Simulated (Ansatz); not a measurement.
System: methyltin tribromide, CH₃Br₃Sn, charge 0, multiplicity 1. SMILES: [CH3][Sn]([Br])([Br])[Br]
Coordinates optimised at B3LYP-D3(BJ)/def2-TZVP (Ansatz, a program for electronic structure):
```xyz
8

C     -2.5720    -0.3206     0.0878
Sn    -0.4499    -0.0561     0.0154
Br     0.5890    -1.5599    -1.6721
Br     0.1471     2.2819    -0.5896
Br     0.5966    -0.5558     2.2161
H     -2.7738    -1.3549     0.3553
H     -2.9708     0.3579     0.8379
H     -2.9742    -0.0898    -0.8956
```

Wanted: vertical ionisation energy (to the doublet state of charge +1; each state is the SCF solution reached for its spin; the molecule has degenerate orbitals, so one determinant may break the symmetry), in eV. Correlated levels leave the core frozen unless marked. UHF or UKS for open shells. No spin-orbit coupling. Frozen are the shells of the preceding noble gas and the d and f shells that filled before the atom's block. In def2 rows, elements after Kr have scalar-relativistic effective core potentials.  The program attaches cautions to a run behind CCSD/def2-SVPD: other roots. The program attaches cautions to a run behind CCSD(T)/def2-SVPD: other roots. The program attaches cautions to a run behind CCSD(T)/def2-TZVPPD: other roots.

```tsv
level	program	vertical ionisation energy (eV)
HF/def2-QZVPPD	Ansatz	10.31
PBE/def2-TZVPD	Ansatz	9.69
B3LYP/def2-TZVPD	Ansatz	10.12
PBE0/def2-TZVPD	Ansatz	10.24
BHLYP/def2-TZVPD	Ansatz	10.57
SCS-MP2/def2-QZVPPD	Ansatz	11.07
CCSD/def2-SVPD	Ansatz	10.71
CCSD(T)/def2-SVPD	Ansatz	10.54
CCSD(T)/def2-TZVPPD	Ansatz	10.64
```
